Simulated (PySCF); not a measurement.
A species of formula CH7FSeSi2 has this rotational fingerprint, computed with PySCF, PBE0-D3(BJ)/def2-SVP geometry optimisation, gas phase:

- Rotational constants: A = 3220, B = 859.8, C = 714.1 MHz
- Dipole components: |μa| = 0.54 D, |μb| = 0.28 D, |μc| = 1.09 D
- Inertial defect: -37.01 u·Å²
- κ: -0.88

Problem. Which candidate fits, each taken in the one conformer that was computed?
A. `[F:1][C@H:2]([SiH3:3])[SiH2:4][SeH:5]` with F1–C2–Si4–Se5 -178°, C2–Si4–Se5–H 71°
B. `[F:1][CH2:2][SiH2:3][Se:4][SiH3:5]` with F1–C2–Si3–Se4 -62°, C2–Si3–Se4–Si5 55°

Solution. A. It is F[C@H]([SiH3])[SiH2][SeH], an asymmetric top, point group C1. The candidates at the same level (rigid rotor, commonest isotopes):

| SMILES | A (MHz) | B (MHz) | C (MHz) | μa (D) | μb (D) | μc (D) | Δ (u·Å²) | point group | rotor |
| --- | --- | --- | --- | --- | --- | --- | --- | --- | --- |
| FC[SiH2][Se][SiH3] | 2353 | 1458 | 981.2 | 1.44 | 0.74 | 0.15 | -46.29 | C1 | asymmetric top |
| F[C@H]([SiH3])[SiH2][SeH] | 3220 | 859.8 | 714.1 | 0.54 | 0.28 | 1.09 | -37.01 | C1 | asymmetric top |

`FC[SiH2][Se][SiH3]` has B 70 % too high. No structure here is proved a minimum.
